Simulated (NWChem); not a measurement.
System meant: BeH₂S; SMILES [SH][BeH]

Here is an NWChem input.

```
start job
memory heap 200 mb stack 900 mb global 1100 mb
geometry units angstroms noautosym nocenter noautoz
  Be     0.103550    -1.305173     0.000000
  H      0.068015    -2.638136     0.000000
  S      0.162858     0.609725     0.000000
  H     -1.188377     0.702393     0.000000
end
basis spherical
  Be library def2-svp
  H library def2-svp
  S library def2-svp
end
dft
  xc xtpss03 ctpss03
  iterations 150
end
property
  shielding
end
task dft property
```

End of the output:

```
 Vector   14  Occ=0.000000D+00  E=-9.945963D-03
              MO Center= -6.9D-01, -2.0D-01,  2.6D-09, r^2= 4.9D+00
   Bfn.  Coefficient  Atom+Function         Bfn.  Coefficient  Atom+Function
  ----- ------------  ---------------      ----- ------------  ---------------
     3      1.055150  1 Be s                 18     -0.884008  3 S  s
    34      0.614808  4 H  s                 25      0.534128  3 S  px
     8      0.383160  1 Be py                11     -0.275110  2 H  s
    17     -0.233842  3 S  s                 22      0.194197  3 S  px
    26      0.186601  3 S  py                16      0.173929  3 S  s

 center of mass
 --------------
 x =   0.22021906 y =   0.25405123 z =   0.00000000

 moments of inertia (a.u.)
 ------------------
         121.317607650493          -0.932173599326           0.000000000000
          -0.932173599326           6.387270538051           0.000000000000
           0.000000000000           0.000000000000         127.704878188545

     Multipole analysis of the density
     ---------------------------------

     L   x y z        total         alpha         beta         nuclear
     -   - - -        -----         -----         ----         -------
     0   0 0 0     -0.000000    -11.000000    -11.000000     22.000000

     1   1 0 0     -0.357594     -1.973627     -1.973627      3.589659
     1   0 1 0      0.001487     -2.455111     -2.455111      4.911710
     1   0 0 1      0.000000      0.000000      0.000000      0.000000

     2   2 0 0    -13.037464     -9.882889     -9.882889      6.728314
     2   1 1 0     -0.937554     -0.529546     -0.529546      0.121539
     2   1 0 1      0.000000      0.000000      0.000000      0.000000
     2   0 2 0    -18.207843    -45.198913    -45.198913     72.189983
     2   0 1 1     -0.000000     -0.000000     -0.000000      0.000000
     2   0 0 2    -15.649338     -7.824669     -7.824669      0.000000

          -----------------------------------------
          Chemical Shielding Tensors (GIAO, in ppm)
          -----------------------------------------

 ------------------------------------------------------------------------
  xtpss03: d2 not coded                    0
 ------------------------------------------------------------------------
 ------------------------------------------------------------------------
  current input line :
    21: task dft property
 ------------------------------------------------------------------------
 ------------------------------------------------------------------------
 This error has not yet been assigned to a category
 ------------------------------------------------------------------------
 For more information see the NWChem manual at https://nwchemgit.github.io

0: xtpss03: d2 not coded:Received an Error in Communication
```

Problem. What is wrong, and how is it mended?

Solution. The run crashed. Cause: this functional's second derivatives, which shieldings need, aren't coded here; the fix takes a hybrid GGA instead. This input runs:
```
start job
memory heap 200 mb stack 900 mb global 1100 mb
geometry units angstroms noautosym nocenter noautoz
  Be     0.103550    -1.305173     0.000000
  H      0.068015    -2.638136     0.000000
  S      0.162858     0.609725     0.000000
  H     -1.188377     0.702393     0.000000
end
basis spherical
  * library def2-svp
end
dft
  xc pbe0
  iterations 150
end
property
  shielding
end
task dft property
```
It converges to -413.84846 Ha (PBE0/def2-SVP, GIAO).
